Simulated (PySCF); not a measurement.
Mo(O)(NMe)(SH)2 (CH₅MoNOS₂), SMILES C[N]=[Mo](=[O])([SH])[SH], multiplicity 1. Atoms are numbered in the order given.

```xyz
11

Mo    -0.0503    -0.2246     0.0000
O      0.0557    -1.8984     0.0000
N      1.5120     0.4893     0.0000
C      2.9268     0.4345     0.0000
H      3.3176     0.9552    -0.8905
H      3.3011    -0.6038     0.0000
H      3.3176     0.9552     0.8905
S     -1.0132     0.5632     1.9866
H     -1.9957    -0.3701     1.9914
S     -1.0132     0.5632    -1.9866
H     -1.9957    -0.3701    -1.9914
```

The structure is a stationary point at PBE0-D3(BJ)/def2-SVP. The spin state was assumed, not searched. The def2 effective core potentials stand for the cores of Mo; spin–orbit coupling is left out. The values are those of a single conformer.

Level of theory: PySCF with B3LYP/def2-TZVP.

ESP charges are fitted to the potential on shells at 1.4 to 2.0 van der Waals radii. Atomic charges (e):

```
atom  Mulliken  Löwdin  ESP fit
----  --------  ------  -------
Mo1       1.35    0.13     0.38
O2       -0.56   -0.29    -0.32
N3       -0.49   -0.14     0.11
C4       -0.23   -0.34    -0.50
H5        0.14    0.13     0.18
H6        0.14    0.13     0.19
H7        0.14    0.13     0.18
S8       -0.41    0.06    -0.32
H9        0.16    0.06     0.22
S10      -0.41    0.06    -0.32
H11       0.16    0.06     0.22
```
